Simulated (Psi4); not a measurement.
Psi4 input (wB97X-D/6-311+G**):

```
memory 1500 MB

molecule {
-1 2
Al   -0.00000000   -0.00000000   -1.32719352
Cl    0.00000000    0.00000000    1.01491269
symmetry c1
no_reorient
no_com
}

set {
  basis 6-311+G**
  reference uks
  scf_type pk
  dft_radial_points 99
  dft_spherical_points 590
  e_convergence 1e-8
  d_convergence 1e-7
  maxiter 150
}

e = energy('wb97x-d')
print_out(f'\nFINAL {e:.10f} DIPOLE {variable("CURRENT DIPOLE")[0]:.6f} {variable("CURRENT DIPOLE")[1]:.6f} {variable("CURRENT DIPOLE")[2]:.6f}\n')
```

Task: Predict the final energy.

Result: -702.69267 Eh.
